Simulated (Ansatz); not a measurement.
Consider the ligand exchange at the Sn–N bond: `CC[N](C)[Sn]([Cl])([Cl])[Cl]` + H–F → `[F][Sn]([Cl])([Cl])[Cl]` + ethylmethylamine.

Calculated with Ansatz (gas phase, PBE0-D4/def2-TZVP geometries, no zero-point term in ΔE). CBS: MP2 limit from def2 TZ/QZ plus the TZ coupled-cluster correction, frozen cores. This one scheme is used for every species. Functionals use def2-TZVPP. B3LYP here is the variant with VWN-RPA as its local correlation; programs differ in this. def2 core potentials past Kr. For Sn outer-core shells are correlated without core-valence functions, which leaves a few kJ/mol of doubt a bond. Each species was taken in one conformer, which may not be the lowest.

`CC[N](C)[Sn]([Cl])([Cl])[Cl]`:

```xyz
16

C    -1.696   -0.999    0.329
C    -0.478   -0.934   -0.565
N     0.618   -0.173    0.014
C     1.810   -0.199   -0.815
Sn    0.174    1.569    0.896
Cl   -0.676    1.296    3.016
Cl   -1.359    2.863   -0.267
Cl    2.114    2.793    1.117
H    -2.165   -0.017    0.457
H    -1.440   -1.390    1.315
H    -2.453   -1.647   -0.116
H    -0.761   -0.543   -1.556
H    -0.098   -1.950   -0.733
H     1.635    0.166   -1.838
H     2.608    0.397   -0.370
H     2.167   -1.232   -0.885
```

H–F:

Cartesian coordinates in Å:
```
F 0.235 0.380 -0.109
H -0.235 -0.380 0.109
```

`[F][Sn]([Cl])([Cl])[Cl]`:

```xyz
5

F     0.324   -1.511    1.141
Sn    0.005   -0.023    0.018
Cl    0.386    1.855    1.251
Cl    1.448   -0.176   -1.740
Cl   -2.164   -0.144   -0.671
```

`CCNC`:

Z-matrix (Å, degrees):
```
C
C 1 1.514
H 1 1.092 2 110.6
H 1 1.092 2 111.0 3 120.6
H 1 1.094 2 111.0 3 -119.8
N 2 1.447 1 111.2 3 57.6
H 2 1.096 1 109.7 3 -61.5
H 2 1.106 1 109.7 3 -177.6
C 6 1.445 2 113.2 1 177.3
H 6 1.013 2 109.3 1 54.5
H 9 1.104 6 114.0 2 -54.9
H 9 1.094 6 109.5 2 65.4
H 9 1.092 6 109.9 2 -176.7
```

```csv
level,ΔE (kcal/mol),difference from CCSD(T)/CBS
LDA (SPW92),-5.9,-0.6
revPBE-D4,-7.4,-2.1
BHLYP-D4,-8.9,-3.6
ωB97M-V,-8.8,-3.5
B2PLYP,-10.8,-5.5
BLYP,-16.2,-10.9
r2SCAN,-11.0,-5.7
PBE0,-11.3,-6.0
B3LYP,-14.8,-9.5
r2SCAN0,-10.4,-5.1
BHLYP,-14.5,-9.2
CAM-B3LYP,-14.2,-8.9
RPA@PBE/def2-TZVPP,-6.0,-0.7
HF/def2-SVP,-14.4,-9.1
CCSD(T)/def2-SVP,-7.8,-2.5
SCS-MP2/def2-QZVPP,-6.3,-1.0
CCSD(T)/CBS,-5.3,0
```

Largest T1 diagnostic among the species: 0.012.

From BLYP to BHLYP (50 % exact exchange), in def2-TZVPP and without D4, ΔE moves by +1.7 kcal/mol. At CCSD(T), def2-SVP lies −2.5 kcal/mol from the extrapolated value and def2-TZVPP −0.1 kcal/mol.
